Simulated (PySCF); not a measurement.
Telling isomers of C$_{5}$H$_{5}$N$_{3}$ apart by NMR

[PySCF 2.14.0 with density-fitted response routines: PBE0/pcSseg-1 with gauge-including orbitals; GFN2-xTB structure; B3LYP/pcJ-1 coupling constants (spin–dipole term left out of most H,H and C,H couplings); one conformer; fast rotation and ring inversion assumed for equivalent nuclei; no solvent; non-relativistic]

Referencing at the same level of theory: TMS for 1H (σ = 31.72 ppm), 13C (σ = 186.93 ppm). Multiplet labels drop J under 1 Hz and among equivalent protons, and merge close values. Unscaled 3J(H,H) run several per cent high. Where no couplings were computed, multiplicities follow the n + 1 count of equivalent neighbours, and m marks all less simple cases (inequivalent or close neighbours, rings, F or P nearby). Shifts are as computed. Against solution values, carbons near 30 ppm lie about +3 ppm off and those near 130 ppm about +5 ppm. Of 1211 compounds with measured shifts, 218 miss one by over three times the rms of a fit or turn the order of signals round; such compounds aren't used in these exercises. OH and NH positions are gas-phase values without hydrogen bonding to other molecules.

(1) Tabulate the signals of `C=Cc1cncnn1`, `C#Cc1nn[nH]c1C`, `C=Cc1ccnnn1`, `C#CCn1ccnn1`, `C=Cc1cnncn1` and their relative energies.

(2) What is the quickest way to tell C#Cc1nn[nH]c1C from C=Cc1ccnnn1?

(3) What is the quickest way to tell C=Cc1cncnn1 from C=Cc1ccnnn1?

(4) What is the quickest way to tell C=Cc1cncnn1 from C#CCn1ccnn1?

Answers

(1) 
| SMILES | carbon types | δC | δH | E rel. (kcal/mol) |
| --- | --- | --- | --- | --- |
| C=Cc1cncnn1 | 1×C 3×CH 1×CH2 | 162.2, 161.3, 152.7, 136.7, 133.3 | 9.91 (s, 1H), 8.41 (s, 1H), 8.13 (m, 1H), 6.93 (m, 1H), 6.21 (m, 1H) | 1.2 |
| C#Cc1nn[nH]c1C | 3×C 1×CH 1×CH3 | 145.2, 131.7, 91.9, 78.8, 9.9 | 10.70 (br s, 1H), 3.02 (s, 1H), 2.60 (s, 3H) | 19.2 |
| C=Cc1ccnnn1 | 1×C 3×CH 1×CH2 | 157.3, 154.4, 139.6, 137.2, 121.0 | 9.16 (d, 1H), 8.36 (m, 1H), 6.89 (d, 1H), 6.84 (m, 1H), 6.41 (m, 1H) | 17.4 |
| C#CCn1ccnn1 | 1×C 3×CH 1×CH2 | 139.3, 129.3, 83.1, 82.2, 40.5 | 7.91 (m, 1H), 7.89 (m, 1H), 5.30 (d, 2H), 1.95 (t, 1H) | 30.8 |
| C=Cc1cnncn1 | 1×C 3×CH 1×CH2 | 162.7, 155.6, 155.3, 138.9, 138.5 | 9.98 (s, 1H), 9.43 (s, 1H), 8.03 (m, 1H), 6.86 (m, 1H), 6.39 (m, 1H) | 0.0 |

Energies are electronic energies at PBE0/pcSseg-1 on these geometries, without zero-point or thermal terms, each for the one conformer computed, which needn't be the lowest.

(2) Both give the same number of carbon signals, but DEPT or the intensities differ. The first has an alkyne carbon (C) at 78.8 ppm, the second an aromatic CH next to a ring nitrogen at 154.4 ppm. Their most deshielded carbons lie at 145.2 and 157.3 ppm. In the proton spectra the most deshielded non-exchanging signals are 3.02 (s, 1H) and 9.16 (d, 1H).

(3) Both give the same number of carbon signals, with the same numbers of each carbon type, so the positions decide. The first has an aromatic CH between two ring heteroatoms at 161.3 ppm, the second an aromatic CH at 121.0 ppm. Their most deshielded carbons lie at 162.2 and 157.3 ppm. In the proton spectra the most deshielded non-exchanging signals are 9.91 (s, 1H) and 9.16 (d, 1H).

(4) Both give the same number of carbon signals, with the same numbers of each carbon type, so the positions decide. The first has a substituted aromatic carbon next to a ring nitrogen (C) at 162.2 ppm, the second an alkyne carbon (C) at 83.1 ppm. Their most deshielded carbons lie at 162.2 and 139.3 ppm. In the proton spectra the most deshielded non-exchanging signals are 9.91 (s, 1H) and 7.91 (m, 1H).
